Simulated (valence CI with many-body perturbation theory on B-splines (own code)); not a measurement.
**Pr XLVII: electric-dipole lines**

Level of theory: valence CI with perturbative core correlation (CI+MBPT): three valence electrons over a frozen Dirac-Fock core [Ne], radial functions for each j: 11 s, 11 p, 9 d, 7 f, 5 g, 2 h, 1 i, with the one-electron correlation potential Σ1 (screened to all orders), the two-electron term Σ2, the three-electron term Σ3, Breit, model QED; selected single and double excitations, second order for the rest (own B-spline code, finite nucleus).

No measured spectrum was set against this ion. As an estimate, large intervals hold to a few tenths of a per cent, small ones and those within an open d or f shell to about a per cent.

Lines 1 to 50 of 276 in falling wavelength, among levels below 54.566 Ry, chosen from the strongest by gf and those to the six lowest levels. Wavelengths and rates use the calculated energies. Electric multipoles are in the length gauge, E1 and E2 with the static RPA response of the core. Weak lines are less certain than strong ones. Lines between different terms over intervals too small for the method are left out, as are lines whose strength nearly cancels. The highest levels of a list are the least certain.

Levels are named by their leading jj configuration (3d3/2^4 stands for four electrons in 3d with j = 3/2), which in mixed levels can hold well under half, so a name can repeat and another be missing. Letters in brackets count levels of one name in rising energy.

```tsv
λ vac (nm)	Upper	Lower	A (s⁻¹)	S (a.u.)
150.0	(3s^2 3p3/2) J=3/2	(3s 3p1/2^2) J=1/2	6.61e+04	4.41e-04
14.32	(3p1/2 3p3/2 3d3/2) J=7/2	(3s 3p3/2 3d3/2) J=5/2 [b]	2.89e+09	3.36e-02
13.42	(3s 3p1/2 3d3/2) J=5/2	(3s^2 3d3/2) J=3/2	4.52e+09	3.24e-02
12.92	(3s 3p1/2 3p3/2) J=3/2 [a]	(3s^2 3p3/2) J=3/2	1.01e+09	4.30e-03
12.63	(3p1/2 3p3/2 3d5/2) J=7/2 [b]	(3s 3p3/2 3d5/2) J=5/2 [b]	6.48e+09	5.16e-02
12.34	(3p1/2 3p3/2^2) J=5/2	(3s 3p3/2^2) J=3/2	4.60e+09	2.56e-02
12.30	(3p1/2 3p3/2 3d5/2) J=9/2	(3s 3p3/2 3d5/2) J=7/2 [b]	5.17e+09	4.74e-02
11.39	(3s 3p1/2 3p3/2) J=5/2	(3s^2 3p3/2) J=3/2	6.78e+09	2.97e-02
11.26	(3s 3p1/2 3d5/2) J=7/2	(3s^2 3d5/2) J=5/2	1.05e+10	5.93e-02
10.97	(3p1/2 3p3/2 3d3/2) J=5/2 [a]	(3s 3p3/2 3d3/2) J=5/2 [a]	6.46e+09	2.53e-02
10.97	(3p1/2 3p3/2 3d5/2) J=3/2 [b]	(3s 3p3/2 3d5/2) J=3/2 [b]	7.98e+09	2.08e-02
10.95	(3p1/2^2 3d3/2) J=3/2	(3s 3p1/2 3d3/2) J=3/2 [b]	9.06e+09	2.35e-02
10.90	(3p1/2 3p3/2 3d5/2) J=9/2	(3s 3p3/2 3d5/2) J=7/2 [a]	9.54e+09	6.10e-02
10.89	(3p1/2 3p3/2 3d3/2) J=5/2 [a]	(3s 3p3/2 3d3/2) J=3/2 [a]	5.27e+09	2.01e-02
10.74	(3p1/2^2 3d3/2) J=3/2	(3s 3p1/2 3d3/2) J=1/2	1.03e+10	2.52e-02
10.63	(3s 3p1/2^2) J=1/2	(3s^2 3p1/2) J=1/2	1.70e+10	2.02e-02
10.56	(3p1/2^2 3p3/2) J=3/2	(3s 3p1/2 3p3/2) J=3/2 [b]	6.23e+09	1.45e-02
10.45	(3s 3p1/2 3d5/2) J=5/2 [b]	(3s^2 3d5/2) J=5/2	9.24e+09	3.12e-02
10.43	(3p1/2 3p3/2 3d5/2) J=5/2 [a]	(3s 3p3/2 3d5/2) J=3/2 [a]	1.20e+10	4.04e-02
10.40	(3p1/2 3p3/2^2) J=1/2	(3s 3p3/2^2) J=1/2	1.98e+10	2.20e-02
10.34	(3p1/2 3p3/2 3d5/2) J=3/2 [b]	(3s 3p3/2 3d5/2) J=1/2	1.32e+10	2.88e-02
10.34	(3p1/2 3p3/2 3d3/2) J=3/2 [a]	(3s 3p3/2 3d3/2) J=3/2 [a]	1.11e+10	2.44e-02
10.33	(3p1/2 3p3/2 3d3/2) J=7/2	(3s 3p3/2 3d3/2) J=7/2	1.06e+10	4.64e-02
10.33	(3p1/2 3p3/2 3d5/2) J=5/2 [b]	(3s 3p3/2 3d5/2) J=7/2 [b]	8.24e+09	2.69e-02
10.16	(3s 3p1/2 3d5/2) J=3/2	(3s^2 3d5/2) J=5/2	1.27e+10	2.63e-02
10.11	(3p1/2^2 3d5/2) J=5/2	(3s 3p1/2 3d5/2) J=3/2	1.92e+10	5.86e-02
10.10	(3p1/2 3p3/2 3d3/2) J=7/2	(3s 3p3/2 3d3/2) J=5/2 [a]	5.23e+09	2.13e-02
9.888	(3p1/2 3p3/2 3d5/2) J=3/2 [a]	(3s 3p3/2 3d5/2) J=5/2 [a]	2.22e+10	4.24e-02
9.848	(3s 3p1/2 3p3/2) J=3/2 [b]	(3s^2 3p3/2) J=3/2	1.11e+10	2.09e-02
9.834	(3p1/2^2 3d5/2) J=5/2	(3s 3p1/2 3d5/2) J=5/2 [b]	2.30e+10	6.48e-02
9.672	(3p1/2 3p3/2 3d5/2) J=5/2 [a]	(3s 3p3/2 3d5/2) J=5/2 [a]	1.89e+10	5.08e-02
9.653	(3p1/2 3p3/2 3d5/2) J=7/2 [b]	(3s 3p3/2 3d5/2) J=7/2 [a]	9.92e+09	3.52e-02
9.513	(3p1/2 3p3/2^2) J=5/2	(3s 3p3/2^2) J=5/2	1.48e+10	3.78e-02
9.438	(3s 3p1/2 3d3/2) J=3/2 [a]	(3s 3p1/2 3p3/2) J=3/2 [b]	9.66e+09	1.60e-02
9.330	(3p1/2 3p3/2 3d5/2) J=5/2 [b]	(3s 3p3/2 3d5/2) J=7/2 [a]	1.80e+10	4.33e-02
9.251	(3s 3p1/2 3p3/2) J=1/2	(3s^2 3p3/2) J=3/2	1.70e+10	1.33e-02
9.243	(3p1/2 3p3/2 3d5/2) J=7/2 [a]	(3s 3p3/2 3d5/2) J=9/2	3.30e+10	1.03e-01
9.224	(3p1/2^2 3p3/2) J=3/2	(3s 3p1/2 3p3/2) J=5/2	3.66e+10	5.67e-02
9.214	(3p1/2^2 3d5/2) J=5/2	(3s 3p1/2 3d5/2) J=7/2	4.34e+10	1.01e-01
9.199	(3p1/2 3p3/2^2) J=3/2	(3s 3p3/2^2) J=5/2	2.75e+10	4.22e-02
9.186	(3p1/2^2 3d3/2) J=3/2	(3s 3p1/2 3d3/2) J=5/2	4.72e+10	7.22e-02
8.905	(3p1/2 3p3/2 3d3/2) J=5/2 [b]	(3s 3p3/2 3d3/2) J=7/2	3.75e+10	7.83e-02
8.816	(3s 3p1/2 3d3/2) J=5/2	(3s 3p1/2 3p3/2) J=3/2 [b]	2.05e+09	4.17e-03
8.804	(3p1/2 3p3/2 3d5/2) J=9/2	(3s 3p3/2 3d5/2) J=9/2	2.56e+10	8.61e-02
8.775	(3p1/2 3p3/2 3d3/2) J=3/2 [b]	(3s 3p3/2 3d3/2) J=5/2 [a]	2.05e+10	2.74e-02
8.720	(3p1/2 3p3/2 3d3/2) J=5/2 [a]	(3p1/2 3p3/2^2) J=5/2	1.42e+10	2.78e-02
8.596	(3p1/2^2 3d3/2) J=3/2	(3s 3p1/2 3d3/2) J=3/2 [a]	2.22e+10	2.79e-02
8.418	(3p1/2^2 3p3/2) J=3/2	(3s 3p1/2 3p3/2) J=3/2 [a]	1.29e+10	1.52e-02
8.354	(3s 3p1/2 3d3/2) J=3/2 [a]	(3s 3p1/2 3p3/2) J=5/2	1.04e+10	1.19e-02
7.863	(3s 3p1/2 3d3/2) J=5/2	(3s 3p1/2 3p3/2) J=5/2	6.23e+09	8.97e-03
```
